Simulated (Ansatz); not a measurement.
ZnBr2. Total charge 0; singlet. Geometry relaxed at PBE0-D4/def2-TZVP.

```xyz
3

Zn   -0.0025    0.0013   -0.0010
Br   -1.1088   -0.8190    1.7458
Br    1.1113    0.8178   -1.7448
```

**Question.** Estimate the harmonic wavenumbers at RKS PBE0-D4/def2-TZVP (Ansatz, unscaled). Is this a minimum?

**Answer.** 80, 80, 218, 402 cm⁻¹. Yes, no mode is imaginary beyond noise. Zero-point energy 4.7 kJ/mol. Run time 14 s (4 threads of Arm Neoverse V1 on a shared host).
